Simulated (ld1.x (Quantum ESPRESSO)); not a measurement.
# Ranking RRKJ potentials for Si

All share these settings but for the change named:

silicon (Si), norm-conserving RRKJ (Kleinman–Bylander form), made with ld1.x (Quantum ESPRESSO) 7.5 (LDA (PZ), scalar-relativistic). Core [Ne], reference 3s2 3p1 (charge +1). Waves: 3p (bound): rc 2.20 bohr; 3d channel at -0.1 Ry: rc 1.85 bohr; 3s (bound): rc 1.55 bohr. Local part: the s channel. Core correction: a·sin(br)/r model core inside 1.40 bohr.

Cutoff: the first of the cutoffs (Ry, on a coarse ladder) from which the occupation-weighted sum of valence levels, in a spherical-Bessel basis at the reference potential, stays within 10 and 1 mRy of its value at 400 Ry; the density cutoff is not measured.

The base gives 21 Ry.

Of 11 variants that were run, those that failed, showed a ghost or another fault, or gave nearly equal values are left out.

A variant can come out equal or close to the base.

Question: Rank these variants from softest to hardest (loose cutoff).
A. all radii but the core radius scaled by about 1.22 (s 1.90, p 2.70, d 2.26 bohr)
B. wave 3d channel at -0.1 Ry: rc 1.85 bohr becomes 3d channel at -0.05 Ry: rc 1.85 bohr
C. reference 3s2 3p2

Answer: A (15 Ry), C (18 Ry), B (21 Ry).
